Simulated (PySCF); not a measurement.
Q: Give a PBE0-D3(BJ)/def2-SVP geometry of [Mo(NMe)(SH)4]- (`C[N]=[Mo-]([SH])([SH])([SH])[SH]`) [radical]. (Charge -1 and doublet state.)

A: 
```xyz
14
CH7MoNS4 angstrom
Mo     0.0062   -0.0085   -0.7689
N     -0.0042   -0.0029    0.9310
C     -0.0175    0.0107    2.3335
H     -0.9589   -0.4169    2.7278
H      0.8218   -0.5805    2.7453
H      0.0724    1.0427    2.7218
S      2.2314   -0.7008   -1.4566
H      2.8972    0.4389   -1.1544
S      0.6967    2.2124   -1.4699
H     -0.4479    2.8783   -1.1869
S     -2.2093    0.6776   -1.4935
H     -2.8802   -0.4666   -1.2214
S     -0.6808   -2.2269   -1.4841
H      0.4537   -2.9012   -1.1806
```

Orientation and origin are arbitrary. Atoms count from 1 in this order. All 4 Mo–S bonds measure 2.429 to 2.430 Å. Mo1 (molybdenum bonded to N and 4 S) is square pyramidal (τ5 = (β − α)/60° = 0.00 from the two widest angles, 146.2° and 146.1° (0 for a square pyramid, 1 for a trigonal bipyramid)).

Bonds between heavy atoms (Å): Mo1–N2 1.700, Mo1–S7 2.430, Mo1–S9 2.429, Mo1–S11 2.430, Mo1–S13 2.430, N2–C3 1.403.

Method: PySCF, PBE0-D3(BJ)/def2-SVP geometry optimisation, gas phase, def2 core potentials past Kr.

Whether it is a minimum is left open (no frequencies). ⟨S²⟩ = 0.762 (exact for a doublet: 0.75). The geometry's basis has no diffuse functions, a weakness for an anion.
